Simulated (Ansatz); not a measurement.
`F[Si](F)(F)[GeH3]` → `[F][GeH3]` + `F[Si]F` at 298.15 K and 1 bar (silylene loss).

Calculated with Ansatz (gas phase, PBE0-D4/def2-TZVP geometries, no zero-point term in ΔE). CCSD(T)/CBS is the MP2 limit (def2-TZVPP, def2-QZVPP) plus CCSD(T) − MP2 in def2-TZVPP, frozen cores. This one scheme is used for every species. For Ge outer-core shells are correlated without core-valence functions, which leaves a few kJ/mol of doubt a bond. Scalar relativity is left out up to krypton.

```tsv
species	CCSD(T)/CBS energy (Eh)	H − E (kJ/mol)	S (J/(mol·K))
`F[Si](F)(F)[GeH3]`	-2666.58098	108.5	354.6
`[F][GeH3]`	-2177.72589	78.1	252.0
`F[Si]F`	-488.75686	23.6	256.9
```

H − E and S are ideal-gas, rigid-rotor, harmonic terms from PBE0-D4/def2-TZVP. 1 Eh = 2625.50 kJ/mol, R = 8.31446 J/(mol·K).

**Question.** By hand: ΔE, ΔH, ΔS and ΔG.

**Answer.** ΔE = (-2177.72589) + (-488.75686) − (-2666.58098) = 0.09823 Eh = 257.9 kJ/mol. Δ(H − E) = 78.1 + 23.6 − 108.5 = -6.8, so ΔH = 251.1 kJ/mol. ΔS = 252.0 + 256.9 − 354.6 = 154.3 J/(mol·K). ΔG = 251.1 − 298.15 × (154.3)/1000 = 205.1 kJ/mol.

**Question.** By hand: the equilibrium constant, and the temperature at which ΔG would vanish if ΔH and ΔS stayed fixed.

**Answer.** log₁₀ K = −ΔG/(RT ln 10) = -35.9. ΔG = 0 at ΔH/ΔS = 1627 K.

The number of gas molecules changes by +1, which sets the sign of ΔS. A doubt of 5 kJ/mol in ΔE shifts log₁₀ K by 0.9 here. These are equilibria of isolated gas molecules and say nothing of rates. Largest T1 diagnostic: 0.015 (customary marks: 0.02 for closed shells, 0.045 for open ones).
